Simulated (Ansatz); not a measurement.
Born–Oppenheimer molecular dynamics of CH5NSeZn (9 atoms, charge 0, multiplicity 1). It starts at the highest image of a converged band. Of that band: The profile has 2 maxima (images 2, 4) with wells between them (image 3): this band takes more than one step, which may be the mechanism or a detour left from its start path. Neighbouring images differ by up to 1.3 eV, so the band resolves the path poorly. A vibrational analysis at the climbing image gives one clearly imaginary mode, 159i cm⁻¹: a first-order saddle point.

Theory: RKS PBE/def2-SVP in Ansatz 0.2.0.

| Property | Result |
| --- | --- |
| ensemble | NVE (velocity Verlet) |
| time step | 0.5 fs |
| steps asked | 200 |
| starting velocities drawn for | 100 K |
| seed | 10418 |

First frame:

```xyz
9
Properties=species:S:1:pos:R:3
N 0.420 0.945 -0.628
C 0.526 -0.339 -0.339
Zn 1.484 -1.247 1.099
Se -2.538 0.052 -0.742
H -0.488 1.176 -1.142
H 0.831 1.671 -0.031
H -0.123 -0.944 -1.005
H 2.259 -2.020 2.179
H -2.284 0.659 0.593
```

Problem. How far do the bonds stretch over the last three quarters of this one trajectory? (Pairs bonded in most of those frames.)

Solution. 
```csv
bond,mean (Å),spread (Å),shortest,longest
N1–C2,1.306,0.010,1.29,1.32
N1–H5,1.204,0.142,1.07,1.55
N1–H6,1.031,0.010,1.01,1.05
C2–Zn3,1.951,0.027,1.91,1.99
C2–H7,1.117,0.007,1.10,1.13
Zn3–H8,1.541,0.003,1.54,1.55
Se4–H9,1.488,0.014,1.47,1.51
```

Mean temperature of the second half: 102 K. The conserved energy stayed within 0.029 meV per atom of its start (net change -0.0041 meV per atom), so the integration is sound. A run of 0.1 ps of so small a system gives no equilibrium averages. The orbitals stay closed-shell, which can raise the energy where a bond breaks towards radicals; this wasn't checked here.

Time of the run: 3.9 min on 2 threads of Intel(R) Xeon(R) 6975P-C (Granite Rapids), on a shared host, peak memory 0.19 GiB.
